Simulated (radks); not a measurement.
Numerical settings for neutral germanium, [Ar] 3d10 4s2 4p2. All-electron calculation, non-relativistic Kohn-Sham, PBE, spin-unpolarised, spherical densities, point nucleus. Program: a radial shooting solver on a logarithmic mesh with Libxc functionals. The defaults (mesh step 0.008 in ln r, mesh end at 40 bohr or more with all orbitals vanishing there, Anderson mixing 0.5 over 9 steps, residual threshold near 1e-9 with the energy settled to 1e-9 hartree or 1e-11 of itself, here a cap of 55 iterations) give E = -2076.6329 hartree and 4p at -3.932 eV in 14 iterations. Run on one thread of a shared host, so times are rough (Arm Neoverse V1): 0.09 s of CPU time, 0.09 s wall, 14 iterations on 2669 mesh points. Changes against that run (0 stands for a change within the tolerance of the run):

setting                    iterations         converged  E (mhartree)  e(4p) (meV)  CPU (s)
mesh step in ln r 0.12              2                no      diverged            -        0
mesh step in ln r 0.2               4                no      diverged            -        0
mesh step in ln r 0.02             14               yes             0            0     0.04
mesh end (bohr) 20                 14               yes             0            0     0.09
mesh end (bohr) 3                  14  level above zero     +1.51e+03    +2.02e+04     0.07
residual threshold 0.1              9               yes             0      +0.0257     0.07
residual threshold 1e-16           55                no             0            0     0.19
mixing 2.5                         17               yes             0            0     0.11
linear mixing, mixing 0.5          30               yes             0            0     0.14
linear mixing, mixing 0.8          55                no     +1.74e+04    -3.36e+04     0.69
mixing history 20                  21               yes             0            0     0.12
iteration cap 8                     8                no             0      +0.0257     0.05

Settled on a wrong energy, with an occupied level pushed above zero by the early mesh end: mesh end (bohr) 3 (+1.51 hartree). Apart from these: no run marked as converged misses the energy by more than 1 mhartree. A mesh that ends early acts as a hard wall.
